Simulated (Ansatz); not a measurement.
Born–Oppenheimer molecular dynamics of C₂H₁₁NSi₂ (16 atoms, charge 0, multiplicity 1). It starts from a relaxed structure.

Theory: RKS PBE0-D4/STO-3G (Ansatz).

```
ensemble        : NVT, Nosé–Hoover chain
time step       : 0.5 fs
steps asked     : 100
set temperature : 1500 K
thermostat      : time constant 3 fs, chain length 1
seed            : 120603
```

First frame:

```xyz
16
Properties=species:S:1:pos:R:3
Si 0.088 -0.003 -0.049
Si -0.159 0.235 2.182
H -1.544 0.144 2.579
H 0.567 -0.799 2.882
H 0.344 1.509 2.640
H 1.490 0.022 -0.398
N -0.692 1.255 -1.044
C -2.173 1.299 -0.898
H -2.589 0.298 -1.091
H -2.521 1.627 0.104
H -2.596 1.997 -1.638
C -0.130 2.618 -0.832
H -0.559 3.313 -1.572
H -0.330 3.040 0.175
H 0.961 2.590 -0.979
H -0.479 -1.262 -0.477
```

Task: How far do the bonds stretch over the last three quarters of this one trajectory? (Pairs bonded in most of those frames.)

Result: 
| bond | mean (Å) | spread (Å) | shortest | longest |
| --- | --- | --- | --- | --- |
| Si1–Si2 | 2.326 | 0.092 | 2.18 | 2.43 |
| Si1–H6 | 1.450 | 0.023 | 1.41 | 1.49 |
| Si1–N7 | 1.827 | 0.028 | 1.76 | 1.87 |
| Si1–H16 | 1.450 | 0.008 | 1.43 | 1.46 |
| Si2–H3 | 1.463 | 0.033 | 1.41 | 1.54 |
| Si2–H4 | 1.481 | 0.069 | 1.39 | 1.64 |
| Si2–H5 | 1.467 | 0.032 | 1.41 | 1.53 |
| N7–C8 | 1.542 | 0.063 | 1.46 | 1.64 |
| N7–C12 | 1.535 | 0.053 | 1.44 | 1.60 |
| C8–H9 | 1.106 | 0.009 | 1.09 | 1.13 |
| C8–H10 | 1.112 | 0.024 | 1.07 | 1.15 |
| C8–H11 | 1.104 | 0.006 | 1.10 | 1.12 |
| C12–H13 | 1.109 | 0.028 | 1.06 | 1.16 |
| C12–H14 | 1.110 | 0.024 | 1.08 | 1.16 |
| C12–H15 | 1.113 | 0.049 | 1.04 | 1.19 |

Mean temperature of the second half: 1509 K. The conserved energy stayed within 0.79 meV per atom of its start (net change 0.38 meV per atom), so the integration is sound. A run of 0.05 ps of so small a system gives no equilibrium averages. Limits of this set-up: minimal basis.

Run time: 9.9 min on 1 thread of Arm Neoverse N1, with other jobs on the host, peak memory 0.12 GiB.
